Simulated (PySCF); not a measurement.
Rb²¹⁺: ionisation energy

Rb²¹⁺ [Ne] 3s2 3p4 [3p1/2^2 3p3/2^2, M_J = 2] → Rb²²⁺ [Ne] 3s2 3p3 [3p1/2^2 3p3/2^1, M_J = 3/2], as a difference of total energies. Computed with PySCF 2.14 in an even-tempered Gaussian basis (19 s from 2.5 bohr⁻², ratio 2.4; 13 p from 3.2 bohr⁻², ratio 2.4; 5 d from 14 bohr⁻², ratio 2.6; 4 f from 21 bohr⁻², ratio 2.6), with the two-component X2C-1e Hamiltonian. Correlated levels: 1s2 frozen; the 50 highest virtual spinors dropped. "Screened" scales the spin-orbit matrix elements by Boettger's factors to mimic the two-electron term; Breit and QED terms are absent.

```
                    method  ionisation energy (eV)
           GHF (spin-free)                  956.52
          GMP2 (spin-free)                  957.62
 GHF (screened spin-orbit)                  959.06
GMP2 (screened spin-orbit)                  959.82
```

Question: How much does correlation contribute at GMP2 (screened spin-orbit)?

Answer: 959.82 − (959.06) = 0.76 eV, measured against GHF (screened spin-orbit).

Breit and QED terms and the two-electron picture change are absent.

The spin-free rows relax to the high-spin LS determinant and lack the spin-orbit shift.

The labels give the starting determinants; with spin-orbit coupling the two ends relaxed to ⟨J²⟩ = 6.00, ⟨L²⟩ = 2.68, ⟨S²⟩ = 1.66 and ⟨J²⟩ = 3.77, ⟨L²⟩ = 0.70, ⟨S²⟩ = 2.91.

For comparison: 958.9 ± 1.4 eV (semi-empirical (NIST evaluation); NIST Atomic Spectra Database, ionization energies).
